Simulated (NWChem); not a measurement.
System: CH6MgSi; SMILES [CH3][Mg][SiH3]

Results from NWChem. Coordinates come from a B3LYP/6-31G* (spherical d) optimisation. Ions are spin-unrestricted doublets at the neutral geometry; other ion states weren't tried.

Problem. What does the run give for PBE/def2-SVP? Quantities: vertical ionisation energy, ΔSCF (eV); −ε(HOMO) (eV).

Solution. 
```yaml
vertical ionisation energy, ΔSCF (eV): 8.25
"−ε(HOMO) (eV)": 5.48
```
